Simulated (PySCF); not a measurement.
Telling isomers of C8H11P apart by NMR

- PBE0/pcSseg-1 with gauge-including orbitals
- GFN2-xTB geometry
- run in PySCF 2.14.0 with density-fitted response routines
- rapidly exchanging positions averaged, one conformer, in vacuum, relativity neglected

δ = σ(ref) − σ, references computed at the same level: ¹H, ¹³C vs TMS. Splittings of carbon signals by F and P are missing where no couplings were computed. Where no couplings were computed, multiplicities follow the n + 1 count of equivalent neighbours, and m marks all less simple cases (inequivalent or close neighbours, rings, F or P nearby). Shifts are as computed. Against solution values, carbons near 30 ppm lie about +3 ppm off and those near 130 ppm about +5 ppm. Of 1211 compounds with measured shifts, 218 miss one by over three times the rms of a fit or turn the order of signals round; such compounds aren't used in these exercises.

(1) Tabulate the signals of `C=CP1C=CC(C)C=C1`, `C=Cp1c(C)ccc1C`, `CPc1ccc(C)cc1`, `CCc1pcccc1C` and their relative energies.

(2) What is the quickest way to tell C=CP1C=CC(C)C=C1 from C=Cp1c(C)ccc1C?

(3) What is the quickest way to tell C=Cp1c(C)ccc1C from CPc1ccc(C)cc1?

(4) What is the quickest way to tell C=Cp1c(C)ccc1C from CCc1pcccc1C?

## Answers

(1) 
```tsv
SMILES	carbon types	δC	δH	E rel. (kcal/mol)
C=CP1C=CC(C)C=C1	6×CH 1×CH2 1×CH3	149.0, 143.0, 138.8, 134.1, 37.9, 19.4	6.79 (m, 1H), 6.75 (m, 2H), 6.43 (m, 2H), 6.14 (m, 1H), 5.98 (m, 1H), 3.14 (m, 1H), 0.92 (d, 3H)	44.4
C=Cp1c(C)ccc1C	2×C 3×CH 1×CH2 2×CH3	161.2, 148.7, 142.4, 141.5, 20.2	6.71 (m, 2H), 6.44 (m, 1H), 6.40 (m, 1H), 5.67 (m, 1H), 2.25 (m, 6H)	32.0
CPc1ccc(C)cc1	2×C 4×CH 2×CH3	143.9, 142.6, 138.0, 134.4, 24.0, 14.0	7.67 (m, 2H), 7.42 (m, 2H), 4.13 (m, 1H), 2.47 (s, 3H), 1.32 (m, 3H)	0.0
CCc1pcccc1C	2×C 3×CH 1×CH2 2×CH3	185.4, 162.1, 146.8, 136.5, 136.5, 33.6, 25.5, 16.8	9.07 (m, 1H), 8.02 (m, 1H), 7.63 (m, 1H), 2.86 (m, 2H), 2.50 (s, 3H), 1.83 (t, 3H)	4.3
```

Energies are electronic energies at PBE0/pcSseg-1 on these geometries, without zero-point or thermal terms, each for the one conformer computed, which needn't be the lowest.

(2) Count the carbon signals: 6 against 5. The first has an allylic sp3 CH at 37.9 ppm, the second a unsaturated ring carbon (C) at 161.2 ppm. Their most deshielded carbons lie at 149.0 and 161.2 ppm.

(3) Count the carbon signals: 5 against 6. The first has a terminal =CH2 carbon at 142.4 ppm, the second a substituted aromatic carbon (C) at 142.6 ppm. Their most deshielded carbons lie at 161.2 and 143.9 ppm. In the proton spectra the most deshielded non-exchanging signals are 6.71 (m, 2H) and 7.67 (m, 2H).

(4) Count the carbon signals: 5 against 8. The first has a terminal =CH2 carbon at 142.4 ppm, the second an sp3 CH2 on an aromatic ring at 33.6 ppm. Their most deshielded carbons lie at 161.2 and 185.4 ppm. In the proton spectra the most deshielded non-exchanging signals are 6.71 (m, 2H) and 9.07 (m, 1H).
